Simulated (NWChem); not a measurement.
System: SiH4S2O2; SMILES O[Si](O)(S)S

```xyz
9

O     -1.2511    -0.2038     1.4067
Si    -0.3541     0.0150     0.0402
O     -1.4468     0.1538    -1.1937
S      0.8435     1.7838    -0.0256
S      0.9797    -1.6418    -0.0552
H     -2.0608     0.3165     1.4553
H     -1.1001     0.2560    -2.0852
H      1.7355     1.3334     0.8836
H      0.0798    -2.4946     0.4851
```
Atoms are numbered in this order, from 1.

Level: PBE0/def2-SVP (NWChem), optimised geometry, unscaled harmonic frequencies. 

```json
[
 {"frequency (cm⁻¹)": "114", "IR intensity (km/mol)": "3.0"},
 {"frequency (cm⁻¹)": "142", "IR intensity (km/mol)": "23.9"},
 {"frequency (cm⁻¹)": "214", "IR intensity (km/mol)": "48.1"},
 {"frequency (cm⁻¹)": "216", "IR intensity (km/mol)": "12.4"},
 {"frequency (cm⁻¹)": "243", "IR intensity (km/mol)": "23.8"},
 {"frequency (cm⁻¹)": "257", "IR intensity (km/mol)": "39.4"},
 {"frequency (cm⁻¹)": "277", "IR intensity (km/mol)": "2.8"},
 {"frequency (cm⁻¹)": "303", "IR intensity (km/mol)": "104.1"},
 {"frequency (cm⁻¹)": "337", "IR intensity (km/mol)": "57.2"},
 {"frequency (cm⁻¹)": "468", "IR intensity (km/mol)": "29.5"},
 {"frequency (cm⁻¹)": "575", "IR intensity (km/mol)": "178.5"},
 {"frequency (cm⁻¹)": "715", "IR intensity (km/mol)": "18.8"},
 {"frequency (cm⁻¹)": "734", "IR intensity (km/mol)": "18.1"},
 {"frequency (cm⁻¹)": "802", "IR intensity (km/mol)": "212.4"},
 {"frequency (cm⁻¹)": "823", "IR intensity (km/mol)": "194.7"},
 {"frequency (cm⁻¹)": "914", "IR intensity (km/mol)": "173.3"},
 {"frequency (cm⁻¹)": "968", "IR intensity (km/mol)": "108.0"},
 {"frequency (cm⁻¹)": "2711", "IR intensity (km/mol)": "1.1"},
 {"frequency (cm⁻¹)": "2720", "IR intensity (km/mol)": "1.2"},
 {"frequency (cm⁻¹)": "3910", "IR intensity (km/mol)": "126.1"},
 {"frequency (cm⁻¹)": "3932", "IR intensity (km/mol)": "123.0"}
]
```

```
Quantity                                                                           Result
-----------------------------------------------------------------------  ----------------
zero-point energy                                                           30.5 kcal/mol
thermal correction to the enthalpy at 298.15 K (with zero-point energy)     36.4 kcal/mol
heat capacity Cv                                                         28.1 cal/(mol K)
entropy at 298.15 K and 1 atm (symmetry number 1)                        88.5 cal/(mol K)
dipole moment                                                                      0.97 D
```

Rigid rotor and harmonic oscillator.
